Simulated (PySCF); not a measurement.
Compound: (MeSi)4O6 adamantane, C4H12O6Si4.
Geometry (PBE0-D3(BJ)/def2-SVP, Å), atoms numbered from 1 in this order:
```xyz
26
C4H12O6Si4 angstrom
Si    -0.0284    1.7098   -0.3891
C     -0.0568    3.4985   -0.7895
O     -1.5183    0.9675   -0.5777
Si    -1.6070   -0.6692   -0.2320
C     -3.2817   -1.3807   -0.4581
O     -1.0388   -0.8228    1.3359
Si     0.4871   -0.2146    1.6629
C      1.0041   -0.4385    3.4076
O      0.4341    1.3910    1.1886
O      1.5056   -0.9670    0.5666
Si     1.1255   -0.8192   -1.0582
C      2.3120   -1.6802   -2.1592
O      1.0279    0.8286   -1.3450
O     -0.4442   -1.3861   -1.2013
H      0.9409    3.9377   -0.6445
H     -0.7704    4.0220   -0.1369
H     -0.3596    3.6491   -1.8359
H     -3.5676   -1.3615   -1.5198
H     -4.0210   -0.8052    0.1176
H     -3.2973   -2.4230   -0.1075
H      0.2403   -0.0337    4.0872
H      1.9534    0.0856    3.5909
H      1.1433   -1.5066    3.6292
H      3.3283   -1.2912   -2.0003
H      2.0361   -1.5247   -3.2123
H      2.3110   -2.7597   -1.9494
```

The closed-shell ground state was solved at several levels (PySCF, density fitting, gas phase, non-relativistic).

| level | basis functions | HOMO (eV) | LUMO (eV) | gap (eV) | dipole (D) |
| --- | --- | --- | --- | --- | --- |
| PBE0/pcSseg-1 | 326 | -8.94 | 1.03 | 9.97 | 0.03 |
| PBE0/def2-SVPD | 410 | -8.90 | 0.25 | 9.15 | 0.03 |

Question: What might wB97X-D/pcSseg-1 (326 basis functions) give for the same quantities?

Answer: HOMO -10.90 eV, LUMO 2.83 eV, gap 13.73 eV, dipole 0.03 D.

Question: Over all these levels, which gives the widest orbital gap and which the narrowest?

Answer: wB97X-D/pcSseg-1 (range-separated hybrid) has the widest, 13.73 eV, and PBE0/def2-SVPD (global hybrid, 25 % exact exchange) the narrowest, 9.15 eV. Functional and basis both differ between the two, so the spread mixes both effects.

Question: How far do the dipole and the HOMO energy spread over the levels?

Answer: The dipole runs from 0.03 to 0.03 D (mean 0.03 D) and the HOMO from -10.90 to -8.90 eV.

One conformer stands for the species.
